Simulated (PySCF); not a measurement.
Se(I)(GeH3) (GeH₃ISe), SMILES [GeH3][Se]I.

The structure is a stationary point at B3LYP-D3(BJ)/def2-SVP. The structure was generated by enumeration, and PubChem lists no compound with its InChIKey, so it may never have been made. The def2 effective core potentials stand for the cores of I; spin–orbit coupling is left out.

Two levels are set side by side: TDA-PBE/def2-SVPD (PySCF) and TDA-LC-ωPBE/def2-SVPD (PySCF). Vertical, same geometry. The lowest singlet is HOMO→LUMO 100 % with PBE and HOMO→LUMO 97 % with the other functional; states are paired by order. Differences are taken from unrounded values.

| quantity | TDA-LC-ωPBE | TDA-PBE | TDA-PBE minus TDA-LC-ωPBE |
|---|---|---|---|
| lowest singlet excitation (eV) | 2.48 | 2.09 | -0.39 |
| lowest triplet excitation (TDA) (eV) | 1.76 | 1.47 | -0.29 |
| first bright state (f over 0.05) (eV) | 6.85 | 5.23 | -1.62 |
| its oscillator strength | 0.17 | 0.06 | -0.11 |

A lower first singlet is the usual sign of a functional without exact exchange. Differences between two approximate levels are no errors against the true value.

Rough cost on one machine, each run with all the roots and properties that it gave: TDA-LC-ωPBE against TDA-PBE about 3 times.
